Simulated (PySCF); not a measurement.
Match the calculated data to a structure.

All candidates are C5H12O2Si.

| technique | computed result |
| --- | --- |
| XPS | Si2p3/2 107.1, C1s 290.1, C1s 290.6, C1s 290.7, C1s 292.0, C1s 292.2, O1s 537.5, O1s 537.7, Si1s 1847.1 eV [ΔSCF SCAN, pcX-2 on the ionised atom, pcseg-1 elsewhere, spin-free X2C, 2p3/2 from a spin–orbit splitting computed afterwards within the 2p shell] |
| Valence photoelectron | vertical ionisation energy: 9.99 eV [ΔSCF CAM-B3LYP/def2-SVPD] |
| UV, strongest line | among the 10 lowest singlet transitions: S7 at 8.45 eV (147 nm, f = 0.070) [TDDFT CAM-B3LYP/def2-SVPD] |
| NMR, other nuclei | isotropic shieldings of nuclei other than C and H, by class: 251 (1 O), 262 (1 O), 342 (1 Si) ppm [GIAO CAM-B3LYP/pcSseg-1] |
| Polarisability | 89.7 au [CAM-B3LYP/def2-SVPD] |
| 13C NMR | chemical shifts (computed TMS as zero) by class: 69.5 (1 C), 61.7 (1 C), 27.7 (1 C), 20.4 (1 C), 10.3 (1 C) ppm [GIAO CAM-B3LYP/pcSseg-1] |
| Dipole | 0.81 D [CAM-B3LYP/def2-SVPD] |
| Rotational structure | rotational constants A, B, C: 3.841, 0.921, 0.866 GHz [PBE0-D3(BJ)/def2-SVP] |

The electronic properties come from PySCF, for the isolated species, density fitting. Levels stand in brackets. One conformer (not necessarily the lowest) at the PBE0-D3(BJ)/def2-SVP geometry, without solvent, vibrations or thermal averaging. Each NMR value is the plain mean over a class of atoms that symmetry, rotation or inversion makes alike.

**Question.** Which candidate is it?
A. `CCO[C@@H]1CC[SiH2]O1`
B. `CC(C)CC(=O)O[SiH3]`
C. `CO[SiH](OC)C1CC1`
D. `CCO[Si@H]1CCCO1`

**Answer.** D. It is `CCO[Si@H]1CCCO1`. Numbering: `[CH3:1][CH2:2][O:3][Si@H:4]1[CH2:5][CH2:6][CH2:7][O:8]1`. Its formula, C5H12O2Si, gives 1 degree of unsaturation: 1 ring and 0 π bonds in the structure found. 5 carbons fall into 5 classes; from least to most shielded: ring sp3 carbon bound to oxygen [C7] (69.5 ppm), chain sp3 carbon bound to oxygen [C2] (61.7 ppm), ring CH2 carbon [C6] (27.7 ppm), methyl carbon [C1] (20.4 ppm), ring sp3 carbon bound to silicon [C5] (10.3 ppm). The other shieldings belong to: 251 ppm, silyl ether oxygen [O3]; 262 ppm, silyl ether oxygen [O8]; 342 ppm, oxygen-bound silicon [Si4]. The core levels belong to: Si2p3/2 107.1 eV, oxygen-bound silicon [Si4]; C1s 290.1 eV, sp3 carbon bound to silicon [C5]; C1s 290.6 eV, methyl carbon [C1]; C1s 290.7 eV, ring CH2 carbon [C6]; C1s 292.0 eV, sp3 carbon bound to oxygen [C7]; C1s 292.2 eV, sp3 carbon bound to oxygen [C2]; O1s 537.5 eV, silyl ether oxygen [O8]; O1s 537.7 eV, silyl ether oxygen [O3]; Si1s 1847.1 eV, oxygen-bound silicon [Si4]. The first electron is taken from the HOMO, whose largest Löwdin shares are 0.42 on a silyl ether oxygen, 0.18 on a silyl ether oxygen, 0.11 on an sp3 carbon bound to oxygen and 0.07 on a methylene hydrogen. The optimised geometry has point group C1 and is an asymmetric top.

The others, at the same levels:
- `CC(C)CC(=O)O[SiH3]` fails: it has 4 carbon classes against 5; its computed 13C shifts are 185.5 (1 C), 45.0 (1 C), 25.6 (1 C), 23.4 (2 C) ppm, vertical ionisation energy is 10.49 eV (against 9.99 eV) and strongest line among the 10 lowest singlet transitions is S4 at 8.18 eV (152 nm, f = 0.076) (against S7 at 8.45 eV).
- `CO[SiH](OC)C1CC1` fails: it has 3 carbon classes against 5; its computed 13C shifts are 51.2 (2 C), 1.7 (2 C), -5.3 (1 C) ppm, core binding energies are Si2p3/2 107.0, C1s 290.0, C1s 290.5 (×2), C1s 292.2 (×2), O1s 537.8 (×2), Si1s 1847.1 eV and rotational constant A is 1.997 GHz (against 3.841 GHz).
- `CCO[C@@H]1CC[SiH2]O1` fails: its computed core binding energies are Si2p3/2 107.0, C1s 290.2, C1s 290.7, C1s 290.7, C1s 291.9, C1s 293.3, O1s 537.6, O1s 538.1, Si1s 1846.8 eV, rotational constant A is 3.116 GHz (against 3.841 GHz) and smallest rotational constant is 0.995 GHz (against 0.866 GHz).

Each candidate is one conformer, not necessarily the lowest. Dipoles, sizes and rotational constants follow the conformer. The torsions of the flexible species, by atom-mapped SMILES:
- `[CH3:1][CH:2]([CH3:3])[CH2:4][C:5](=[O:6])[O:7][SiH3:8]`: C1–C2–C4–C5 168°, C2–C4–C5–O6 -15°, C4–C5–O7–Si8 178°
- `[CH3:1][O:2][SiH:3]([O:4][CH3:5])[CH:6]1[CH2:7][CH2:8]1`: C1–O2–Si3–O4 -54°, O2–Si3–O4–C5 164°, O2–Si3–C6–C7 -32°

The conformers of `CCO[Si@H]1CCCO1` and `CCO[C@@H]1CC[SiH2]O1` aren't listed.
